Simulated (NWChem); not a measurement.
System: CH3F2Ga; SMILES [CH3][Ga]([F])[F]

```xyz
7

Ga    -0.0008     0.0119     0.0011
F     -1.4333     1.0133    -0.0009
F      1.4459     0.9928    -0.0009
C     -0.0121    -1.9228    -0.0004
H      0.6155    -2.2977     0.8206
H      0.4064    -2.2881    -0.9497
H     -1.0372    -2.2989     0.1144
```
Atoms are numbered in this order, from 1.

Program: NWChem. Pople sets run with spherical d functions. Geometry: optimised at PBE0/def2-SVP.

Q: Taking Hartree-Fock/6-311G** as the yardstick, which of these has the fewest basis functions while keeping “dipole (D)” within 0.05 D of it: Hartree-Fock/3-21G; Hartree-Fock/6-31G*; Hartree-Fock/STO-3G?

A: none of them.
```
level                  basis functions  dipole (D)
---------------------  ---------------  ----------
Hartree-Fock/STO-3G                 36        1.38
Hartree-Fock/3-21G                  55        3.46
Hartree-Fock/6-31G*                 80        3.57
Hartree-Fock/6-311G**              116        3.78
```

The yardstick is one finite set, not the basis-set limit.
